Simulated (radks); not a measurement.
Results of a calculation; reference values are marked as such.
Ionisation of K16+, [He] 2s1, to K17+, [He], under several functionals. Non-relativistic Kohn-Sham, spin-polarised, spherical densities, point nucleus; open shells are filled with parallel spins first; a radial shooting solver on a logarithmic mesh with Libxc functionals.

| functional | E(K16+) (hartree) | Exc (hartree) | IE (eV) | -e(HOMO) (eV) | <r> HOMO (bohr) | IE error (eV) |
|---|---|---|---|---|---|---|
| LDA (Slater exchange, Perdew-Wang correlation) | -385.57916 | -11.84077 | 1027.4 | 1000.2 | 0.3381 | -7.2 |
| LDA (Slater exchange, Perdew-Zunger correlation) | -385.57897 | -11.84059 | 1027.4 | 1000.1 | 0.3381 | -7.2 |
| OLYP | -387.10545 | -13.39683 | 1030.9 | 1003.4 | 0.3377 | -3.7 |
| Wu-Cohen GGA | -386.65872 | -12.93958 | 1029.6 | 1002.2 | 0.3378 | -4.9 |
| LDA (Slater exchange, VWN5 correlation) | -385.58015 | -11.84175 | 1027.4 | 1000.2 | 0.3381 | -7.2 |
| exchange-only PBE | -386.86390 | -13.14849 | 1030.3 | 1002.2 | 0.3378 | -4.2 |
| exchange-only LDA | -385.28926 | -11.54952 | 1026.0 | 998.75 | 0.3383 | -8.5 |
| BLYP | -387.08388 | -13.37159 | 1031.1 | 1002.9 | 0.3376 | -3.5 |

NIST Atomic Spectra Database: 1034.5 eV (theoretical). Closest: BLYP. The Delta-SCF values span 5.08 eV, the total energies 1.82 hartree. The highest occupied level is 2s.
